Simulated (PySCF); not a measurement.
# Radial density of Bi (bismuth, neutral)

r2SCAN, [Xe] 4f14 5d10 6s1 6p3 6d1, high-spin 6D determinant (an excited configuration). Computed with PySCF 2.14 in aug-cc-pwCVTZ-DK3 (11s10p8d5f1g, 125 functions), with the spin-free X2C one-electron Hamiltonian (Gaussian nucleus).

| r (bohr) | 4πr²ρ (e/bohr) | 4πr²(ρα − ρβ) |
| --- | --- | --- |
| 0.0150 | 108.4 | 0.0133 |
| 0.0252 | 108.6 | 0.0323 |
| 0.0424 | 154.4 | 0.0418 |
| 0.0714 | 131.6 | -0.0142 |
| 0.120 | 143.5 | 0.0795 |
| 0.202 | 99.13 | -0.0028 |
| 0.340 | 100.3 | 0.1208 |
| 0.571 | 43.10 | 0.2344 |
| 0.961 | 23.43 | -0.0349 |
| 1.62 | 6.744 | 1.2902 |
| 2.72 | 1.947 | 1.7333 |
| 4.57 | 0.4474 | 0.4468 |
| 7.69 | 0.08042 | 0.0804 |
| 12.9 | 2.830e-05 | 0.0000 |

Densities and radii are taken from the X2C orbitals without a picture-change correction, which distorts them close to the nucleus.

Spin-orbit coupling is strong in this species (close to jj coupling), so the high-spin LS determinant is a model state, not a physical level. The outer electron is Rydberg-like, and this basis confines it to a smaller radius and binds it less than a complete one would.

(1) Where is the radial spin density 4πr²(ρα − ρβ) most negative, and why is it negative at all?

Results:

(1) Around r = 0.961 bohr, down to -0.0349 e/bohr: exchange with the open shell polarises the paired shells in an unrestricted calculation.
